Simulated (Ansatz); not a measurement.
`[Ge-]#[Se+]`, one more setting.

```yaml
crystal:
  periodic: [false, false, false]
  atoms:
    - {symbol: Ge, position_ang: [0.000000, -0.000000, -0.002836]}
    - {symbol: Se, position_ang: [-0.000000, 0.000000, 2.137465]}
basis:
  gaussian: {orbitals: aug-cc-pVTZ, point_charges: [{charge: 2.00, position_ang: [4.169, 0.254, 0.378]}]}
total_charge: 1
magnetization: {spin_polarized: true, initial_magnetization: 1}
hamiltonian: {xc: {name: HF}}
correlation: {active_space: {window: {electrons: 6, orbitals: 2}}}
output: {forces: true}
```

```sh
$ ansatz run in.yaml --threads 4 --pin off --events-out ev --progress --plain --max-ram 10444MiB
```

Output, abridged:

```
Error: invalid value for `correlation.active_space`: it starts from restricted Hartree–Fock orbitals; set hamiltonian.xc: hf without magnetization.spin_polarized
```
